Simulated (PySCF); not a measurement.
## P(2+): ionisation energy

P(2+) [Ne] 3s2 3p1 (2P) → P(3+) [Ne] 3s2 (1S), as a difference of total energies. Calculation: PySCF 2.14, in dyall-v3z (18s11p2d1f, 68 functions); the spin-free X2C one-electron Hamiltonian (Gaussian nucleus). Correlated levels: valence: [Ne] frozen; virtual orbitals above 40 to 60 times the deepest correlated orbital energy dropped. The calculations carry no spin-orbit coupling.

| method | ionisation energy (eV) | plus first-order spin-orbit estimate | error of that sum (eV) |
| --- | --- | --- | --- |
| UHF | 29.573 | 29.614 | -0.589 |
| MP2 (valence) | 29.868 | 29.909 | -0.294 |
| SCS-MP2 (valence) | 29.857 | 29.898 | -0.305 |
| CCSD (valence) | 29.988 | 30.029 | -0.174 |
| CCSD(T) (valence) | 30.016 | 30.058 | -0.145 |

Reference: 30.203 eV (measured; NIST Atomic Spectra Database, ionization energies).

A first-order spin-orbit estimate (lowest level to lowest level, LS coupling) adds 0.041 eV.

Errors of the correlated levels include the incompleteness of this basis and the frozen core.
